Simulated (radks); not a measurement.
Values are calculated unless marked as measured or tabulated.
Problem. These are the eigenvalues of the occupied orbitals of an atom or ion with whole-number occupations (eV). Level of theory: scalar-relativistic Kohn-Sham, LDA (Slater exchange, Perdew-Wang correlation), spin-polarised, spherical densities, finite nucleus; Fermi nuclear charge, rms radius of each element as measured or else 0.836 A^(1/3) + 0.57 fm (a radial shooting solver on a logarithmic mesh with Libxc functionals).

| orbital | eigenvalue |
|---|---|
| 1s up | -30303.29 |
| 1s down | -30303.23 |
| 2s up | -4641.049 |
| 2s down | -4641.024 |
| 2p up | -4172.707 |
| 2p down | -4172.679 |
| 3s up | -936.4727 |
| 3s down | -936.4139 |
| 3p up | -783.7456 |
| 3p down | -783.6865 |
| 3d up | -549.9103 |
| 3d down | -549.8591 |
| 4s up | -181.8837 |
| 4s down | -181.7130 |
| 4p up | -134.9684 |
| 4p down | -134.7536 |
| 4d up | -66.6976 |
| 4d down | -66.2876 |
| 5s up | -42.5561 |
| 4f up | -13.0957 |

Which element is it, and in what charge state? The configuration may be excited. Open shells, if any, are filled with parallel spins first.

Solution. Z = 51, antimony, charge +3: Sb3+ in [Kr] 4d10 5s1 4f1. The list shows which subshells hold electrons but not how many an open one holds; the 1s level, -1113.6 hartree, gives Z - s = 47.2 by -(Z - s)^2/2, which with screening and relativity narrows Z to a few neighbours, and the depths of the outer levels then fix element, charge and occupations together.
